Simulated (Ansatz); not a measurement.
`[SiH3]C[O][SbH2]`, relaxed with RKS PBE0-D4/def2-TZVP in Ansatz from a PBE-D4/def2-SVP geometry. The force threshold is 0.005 eV/Å; the program also tests the step.

Charge 0, multiplicity 1. Sb: def2 effective core potential.

Start:

```xyz
11

Si    0.692   -0.914   -1.381
C     0.484    0.684   -0.342
O    -0.812    0.776    0.238
Sb   -1.148   -0.249    1.976
H    -0.332   -0.942   -2.481
H     2.072   -1.011   -1.982
H     0.463   -2.111   -0.494
H     1.318    0.782    0.398
H     0.599    1.559   -1.023
H    -0.581    1.031    3.031
H    -2.756    0.396    2.060
```

How much energy does the relaxation release, and in how many steps? (Best estimate.)

Computed: 2.33 kcal/mol, in 35 steps, 4 of them rejected.

Which bonds change most? (Estimate.)

Ansatz gave: O3–Sb4 from 2.046 to 1.977 Å; Sb4–H10 from 1.753 to 1.710 Å; Si1–C2 from 1.917 to 1.893 Å; Si1–H6 from 1.508 to 1.489 Å.

Give the relaxed structure. (An estimate is asked.)

The calculation gave: 
```xyz
11

Si    0.456   -0.864   -1.332
C     0.754    0.692   -0.297
O    -0.409    1.050    0.434
Sb   -0.722    0.172    2.177
H    -0.648   -0.643   -2.300
H     1.690   -1.261   -2.066
H     0.068   -1.971   -0.412
H     1.632    0.549    0.351
H     1.000    1.536   -0.953
H    -1.715    1.457    2.713
H    -2.106   -0.717    1.685
```
